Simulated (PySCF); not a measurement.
Ligand exchange on a metal centre used in film growth or etching (Zn OH-CH3). Isolated molecules, 0 K electronic values unless said otherwise. One relaxed conformer stands for each flexible species; it need not be the lowest.

The charge on the central atom (meta-Löwdin) from two functionals at the same geometries (PBE-D3(BJ)/def2-SVP), both in PySCF: PBE-D3(BJ)/def2-TZVP and B3LYP-D3(BJ)/def2-TZVP. B3LYP has the VWN-RPA correlation part, as in Gaussian. 

```json
[
 {"species": "0 of 2 OH replaced by CH3 ([Zn(OH)2])", "PBE-D3(BJ)/def2-TZVP (e)": "1.23", "B3LYP-D3(BJ)/def2-TZVP (e)": "1.28"},
 {"species": "1 of 2 OH replaced by CH3 ([Zn(OH)(CH3)])", "PBE-D3(BJ)/def2-TZVP (e)": "1.09", "B3LYP-D3(BJ)/def2-TZVP (e)": "1.14"},
 {"species": "2 of 2 OH replaced by CH3", "PBE-D3(BJ)/def2-TZVP (e)": "1.01", "B3LYP-D3(BJ)/def2-TZVP (e)": "1.04"}
]
```

Over these rows, drawn at random from the members with no instability flagged (it was tested for open shells, ions and some series alone), PBE minus B3LYP-D3(BJ): mean -0.04 e, from -0.06 e to -0.03 e.
